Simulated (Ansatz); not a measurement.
The same path of C$_{3}$H$_{4}$OTe (9 atoms, charge 0, multiplicity 1) was run twice with different band settings. The coordinate that changes most is the dihedral H6–Te1–C2–O5.

Computed with RKS PBE/def2-mTZVP (Ansatz 0.2.0).

Relaxed end points:

```xyz
9
Properties=species:S:1:pos:R:3
Te -0.709 1.763 -1.957
C -0.143 0.346 -0.496
C 0.988 -0.276 -0.102
C 0.119 -1.079 0.830
O -1.062 -0.328 0.321
H -1.384 2.796 -0.805
H 2.046 -0.210 -0.326
H -0.012 -2.148 0.607
H 0.245 -0.910 1.909
```

```xyz
9
Properties=species:S:1:pos:R:3
Te -0.395 2.479 -1.066
C -0.036 0.588 -0.195
C 0.981 -0.298 -0.128
C 0.115 -1.087 0.819
O -0.939 -0.045 0.670
H -1.766 1.926 -1.883
H 1.961 -0.413 -0.575
H -0.258 -2.061 0.468
H 0.426 -1.136 1.872
```

Common settings: spring 5.0 eV/Å²; optimiser quadratic models (default); start path through a guess of the saddle point; force threshold 0.05 eV/Å; iteration limit 60; end points relaxed.

| run | movable images | climbing image |
| --- | --- | --- |
| 1 | 5 | yes |
| 2 | 2 | no |

What does each run give, and how far can it be trusted?

Run 1: converged after 13 iterations, highest image 0.034 eV above the first end. Beside the main top the profile has a ripple of under 15 meV (maxima at images 2, 4), which may be a very shallow well or noise. A vibrational analysis at the climbing image gives one clearly imaginary mode, 86i cm⁻¹: a first-order saddle point.
Run 2: converged after 10 iterations, highest image 0.033 eV above the first end. No image climbed, so the highest image needn't sit at the top of the path. So few images can step over the top or miss a turn of the path.
